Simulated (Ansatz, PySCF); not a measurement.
This Ansatz (a quantum-chemistry and plane-wave program) input computes a B3LYP/def2-TZVPD energy:

Ansatz 0.2 input:
```yaml
crystal:
  periodic: [false, false, false]
  atoms:
    - {symbol: Ga, position_ang: [-0.00000000, -0.00000000, -0.05281953]}
    - {symbol: H, position_ang: [0.00000000, 0.00000000, 1.63740538]}
basis:
  gaussian:
    orbitals: def2-TZVPD
hamiltonian:
  xc: {name: B3LYP}
total_charge: 1
magnetization: {spin_polarized: true, initial_magnetization: 1}
output: {forces: true}
```

Task: Write an input for the same energy in PySCF and say what it gives.

Result: 
```python
from pyscf import gto, scf, dft

mol = gto.M(
    atom='''
    Ga   -0.00000000   -0.00000000   -0.05281953
    H     0.00000000    0.00000000    1.63740538
    ''',
    basis='def2-tzvpd',
    charge=1,
    spin=1,
    symmetry='C2v',
    verbose=4,
)

mf = dft.UKS(mol, xc='b3lyp').density_fit(auxbasis='def2-universal-jkfit')
mf.grids.level = 3
mf.conv_tol = 1e-9
mf.max_cycle = 100
mf.max_memory = 1500
mf.kernel()
if not mf.converged:
    mf = mf.newton()
    mf.kernel(mf.make_rdm1())
mf.analyze()
```
It gives -1925.16129 Eh, and Ansatz -1925.16124 Eh, a difference of 0.05 mEh, from the treatment of integrals and grids.
